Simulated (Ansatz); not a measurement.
Consider the hydrogenolysis of the Si–Ga bond: `N[SiH]([GaH2])BF` + H₂ → `N[SiH2]BF` + `[GaH3]`.

Isolated molecules relaxed with PBE0-D4/def2-TZVP in Ansatz; ΔE leaves out vibrations. CCSD(T)/CBS adds triple-zeta CCSD(T) − MP2 to the extrapolated MP2 energy (def2 sets, frozen cores). This one scheme is used for every species. Functionals use def2-TZVPP. For Ga outer-core shells are correlated without core-valence functions, which leaves a few kJ/mol of doubt a bond. Scalar relativity is left out up to krypton. One conformer a species, not always the lowest.

| level | ΔE (kJ/mol) | difference from CCSD(T)/CBS |
| --- | --- | --- |
| LDA (SPW92) | 15.4 | 10.4 |
| PBE-D4 | 20.1 | 15.1 |
| BLYP-D4 | 13.1 | 8.1 |
| r2SCANh-D4 | 8.3 | 3.3 |
| CAM-B3LYP-D4 | -5.4 | -10.4 |
| B2PLYP | -3.6 | -8.6 |
| PBE | 13.3 | 8.3 |
| BLYP | 0.1 | -4.9 |
| r2SCAN | 8.8 | 3.8 |
| r2SCANh | 6.3 | 1.3 |
| r2SCAN0 | 2.7 | -2.3 |
| RPA@PBE/def2-TZVPP | -3.8 | -8.8 |
| CCSD(T)/def2-SVP | -11.1 | -16.1 |
| HF/def2-TZVPP | -35.0 | -40.0 |
| HF/def2-QZVPP | -36.3 | -41.3 |
| MP2/CBS(def2) | 7.2 | 2.2 |
| CCSD(T)/CBS | 5.0 | 0 |

Largest T1 diagnostic among the species: 0.014.

Leaving LDA and LC-ωPBE aside and taking each functional with its dispersion term where it has one, the values, not all of them listed here, spread over 26.8 kJ/mol, from CAM-B3LYP-D4 to revPBE-D4. In def2-TZVPP, CCSD(T) changes the Hartree–Fock value by +35.7 kJ/mol (the triples alone add +6.2 kJ/mol) and MP2 by +37.9 kJ/mol. From r2SCAN to r2SCAN0 (25 % exact exchange), in def2-TZVPP and without D4, ΔE moves by −6.2 kJ/mol.

CCSD(T)/CBS has its own doubt, a few kJ/mol and more with outer-core shells, so smaller differences from it don't rank the levels.
